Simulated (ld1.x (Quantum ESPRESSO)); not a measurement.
# Which change was made? (O, TM)

```
Element                 : O
Generator               : ld1.x (Quantum ESPRESSO) 7.5
Type                    : norm-conserving Troullier–Martins (Kleinman–Bylander form)
Functional              : PBE
Relativity              : scalar-relativistic
Frozen core             : [He]
Valence charge          : 6
Reference configuration : 2s2 2p4
Partial waves           : 2s (bound): rc 0.85 bohr; 3d channel at -0.05 Ry: rc 2.10 bohr; 2p (bound): rc 2.10 bohr
Local potential         : the p channel
Core correction         : a·sin(br)/r model core inside 0.65 bohr
```

Cutoffs, loose and tight: the cutoffs (Ry, on a coarse ladder) from which the occupation-weighted sum of valence levels, in a spherical-Bessel basis at the reference potential, stays within 10 and 1 mRy of its value at 400 Ry. They do not see the model core or the augmentation charge, which bear on the density cutoff. Test errors are all-electron minus pseudo excitation energies from the reference, over the configurations 2s2 2p3; 2s2 2p2; 2s2 2p1; 2s1 2p4; 2s2 2p4.3; 2s0 2p6; 2s1 2p5; variants that change the core or the reference have their own tests.

The base gives: outcome: generated; cutoff, loose: 80 Ry; cutoff, tight: 180 Ry; bound ghosts: none; largest test error (meV): +2438.

Problem. After one change the result is: outcome: generated; cutoff, loose: 70 Ry; cutoff, tight: 160 Ry; bound ghosts: none; largest test error (meV): +3229. Which change was it?
A. wave 2p (bound): rc 2.10 bohr becomes 2p (bound): rc 1.38 bohr
B. all radii but the core radius scaled by about 1.08 (s 0.92, p 2.26, d 2.26 bohr)
C. reference 2s2 2p2.5

Solution. B. The others give: wave 2p (bound): rc 2.10 bohr becomes 2p (bound): rc 1.38 bohr → outcome: generated; cutoff, loose: 80 Ry; cutoff, tight: 180 Ry; bound ghosts: none; largest test error (meV): +426 | reference 2s2 2p2.5 → outcome: generated; cutoff, loose: 80 Ry; cutoff, tight: 180 Ry; bound ghosts: none; largest test error (meV): +1084.
